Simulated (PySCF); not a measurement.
**IO at PBE0**

Level: PBE0. PySCF, scalar-relativistic core potentials, basis sets I cc-pVDZ-PP with ECP28, O cc-pVDZ.

```
state                                          : ⁴Σ⁻ (quartet), unpaired electrons σ ↑, π ↑↑, a second solution, started from another occupation
bond length                                    : 2.260 Å
harmonic wavenumber                            : 356 cm⁻¹
force constant                                 : 1.06 mdyn/Å
rotational constant Be                         : 0.2323 cm⁻¹
anharmonicity ωexe                             : 4.40 cm⁻¹
vibration–rotation constant αe                 : 0.00244 cm⁻¹
energy of the minimum from ground-state I + O  : -0.66 eV
bond order (Mayer)                             : 1.22
dipole moment (positive dipole means I(−)O(+)) : -0.44 D
```

Spin–orbit coupling is left out, which matters for elements this heavy, above all for dissociation energies.
